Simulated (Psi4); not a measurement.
C$_{2}$H$_{2}$N, doublet, geometry from GFN2-xTB, with bond 5-1 at 1.6 times its length. Base run: R2SCAN/6-31G (Psi4).

Psi4 was given this input:
```
memory 2 GB

molecule mol {
0 2
  C     0.003336   -0.168612   -1.162041
  C    -0.000512    0.025874    0.178321
  N    -0.003815    0.192819    1.328877
  H     0.932323   -0.249064   -1.696896
  H    -1.478102   -0.289629   -2.027448
}

set basis 6-31g
set reference uks

energy('r2scan')
print_variables()
```

Each row names what was changed in the base input (with any setting that the change needs).

| change | ΔE vs base (µEh) | SCF cycles | grid points | basis functions |
|---|---|---|---|---|
| base | 0.0 | 13 | 107493 | 31 |
| scf_type = direct | 12.1 | 15 | 107493 | 31 |
| dft_spherical_points = 590 | -1.2 | 13 | 209971 | 31 |
| guess = huckel | 0.0 | 13 | 107493 | 31 |
| scf_type = disk_df | 0.0 | 13 | 107493 | 31 |
| dft_pruning_scheme = treutler | -13.9 | 13 | 59331 | 31 |
| df_basis_scf = def2-universal-jkfit | -20.9 | 13 | 107493 | 31 |
| dft_radial_scheme = multiexp | 15.3 | 13 | 112792 | 31 |
| dft_spherical_points = 110 | -19.6 | 13 | 39128 | 31 |
| scf_type = pk | 12.1 | 13 | 107493 | 31 |
| d_convergence = 1e-4 | 0.0 | 12 | 107493 | 31 |
| ints_tolerance = 1e-8 | 0.0 | 13 | 107493 | 31 |
| puream = false | 0.0 | 13 | 107493 | 31 |

Open shells are given as the SCF converged; they aren't shown to be the lowest states, and a large step between rows can be another state.
